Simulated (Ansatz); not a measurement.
```yaml
crystal:
  periodic: [false, false, false]
  atoms:
    - {symbol: Si, position_ang: [0.051776, 0.916580, 1.395710]}
    - {symbol: Si, position_ang: [-0.940605, 1.359010, -1.057943]}
    - {symbol: Si, position_ang: [-2.050160, -0.229024, 0.334816]}
    - {symbol: Si, position_ang: [1.217511, 2.224540, -0.142690]}
    - {symbol: Ge, position_ang: [-0.004134, 0.143048, -3.045330]}
    - {symbol: Ge, position_ang: [0.211338, -1.891163, 0.977890]}
    - {symbol: Ge, position_ang: [2.288659, -0.231677, 1.302186]}
    - {symbol: Ge, position_ang: [-0.905281, -1.542250, -1.354770]}
    - {symbol: Ge, position_ang: [1.566811, -0.162796, -1.065346]}
    - {symbol: Ge, position_ang: [-1.435926, -0.586277, 2.655466]}
basis:
  gaussian: {orbitals: def2-TZVP}
magnetization: {spin_polarized: true, initial_magnetization: 2}
hamiltonian: {xc: pbe0, dispersion: d4}
scf: {omitted_lower_state_checks: [starts]}
output: {orbitals: {seedname: orbitals}}
```

```sh
$ ansatz run in.yaml --threads 4 --pin off --events-out ev --progress --plain --max-ram 6963MiB
```

Q: Does this run fit into the memory that it is given?

A: No. It has 436 basis functions, and Ansatz plans for 10 GiB where 7 GiB are given.
